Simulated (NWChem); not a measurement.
System: C₃H₅Br; SMILES C(=C)(Br)C

All runs: NWChem. Structure relaxed at the PBE0/def2-SVP level. Ions are spin-unrestricted doublets at the neutral geometry; other ion states weren't tried.

**Question.** What does the run give for PBE0/def2-SVP? Quantities: vertical ionisation energy, ΔSCF (eV); −ε(HOMO) (eV).

**Answer.** 
```
Property                               Result
-------------------------------------  ------
vertical ionisation energy, ΔSCF (eV)    9.32
−ε(HOMO) (eV)                            7.12
```
